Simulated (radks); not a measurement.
Values are calculated unless marked as measured or tabulated.
Initial-state core-level shifts of neutral cadmium when its valence configuration changes from [Kr] 4d10 5s2. Code: a radial shooting solver on a logarithmic mesh with Libxc functionals. Model: scalar-relativistic Kohn-Sham, PBE, spin-polarised, spherical densities, finite nucleus; open shells are filled with parallel spins first (spin-orbit coupling, left out, can overturn this in heavy ions); Fermi nuclear charge, rms radius 4.6087 fm. Shifts are changes of the shell-averaged eigenvalues in eV (positive: less bound); the change of the density at the nucleus, which sets a Mossbauer isomer shift, is in e/bohr^3, on a base of 1.637e+05.

valence               1s       3p       4s       4p  density at nucleus
4d10 5s1 5p1      -1.734   -1.711   -1.758   -1.764              -20.46
4d9 5s2 5p1       -6.816   -6.959   -6.467   -6.264              +14.45
4d10 5p2          -3.395   -3.346   -3.431   -3.442              -43.90
4d9.5 5s2 5p0.5   -3.447   -3.516   -3.299   -3.205               +7.23
4d9 5s1 5p2       -8.058   -8.196   -7.726   -7.518              -11.40
4d8 5s2 5p2      -13.581  -13.878  -12.659  -12.209              +29.39
4d8 5p4          -16.437  -16.713  -15.492  -15.026              -34.23
4d7.5 5p4.5      -19.943  -20.296  -18.606  -17.999              -31.06
